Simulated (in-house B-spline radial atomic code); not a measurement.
**Ionising Sb4+ with different functionals**

Computed with a radial B-spline atomic code at the basis-set limit: four-component Dirac-Coulomb Hamiltonian, Fermi nucleus of rms radius 4.6802 fm, spin-restricted, spherical fractional occupations for the functionals, and exact exchange of hybrids averaged over the configuration. The ionisation energy is the difference of two self-consistent energies, [Kr] 4d10 5s1 → [Kr] 4d10, without Breit or QED terms; ε is the level of the shell that loses the electron (mean over j).

```json
{"method": "B3LYP", "rung": "global hybrid", "ΔSCF (eV)": "55.60", "-ε(5s) (eV)": "51.08"}
{"method": "HSE06", "rung": "range-separated hybrid", "ΔSCF (eV)": "?", "-ε(5s) (eV)": "?"}
{"method": "CAM-B3LYP", "rung": "range-separated hybrid", "ΔSCF (eV)": "55.57", "-ε(5s) (eV)": "52.77"}
{"method": "LC-wPBE", "rung": "range-separated hybrid", "ΔSCF (eV)": "?", "-ε(5s) (eV)": "?"}
```

**Question.** What does HSE06 give?

**Answer.** ΔSCF 55.11 eV, and -ε(5s) = 50.56 eV.

**Question.** What does LC-wPBE give?

**Answer.** ΔSCF 54.96 eV, and -ε(5s) = 53.67 eV.

**Question.** Among the functionals, which spreads more, the ΔSCF values or the orbital energies?

**Answer.** The orbital energies: ΔSCF values span about 0.64 eV and the orbital energies 3.11 eV; here energy differences depend much less on the functional than eigenvalues do.

**Question.** How do they compare with the NIST value?

**Answer.** NIST lists 55.0 eV ± 0.1 (semi-empirical, ground level to ground level). Errors run from -0.04 to +0.60 eV; LC-wPBE is closest (-0.04 eV), though others lie within the uncertainty of it, and part of that can be cancellation, since the calculations leave out Breit-QED terms, spin polarisation.
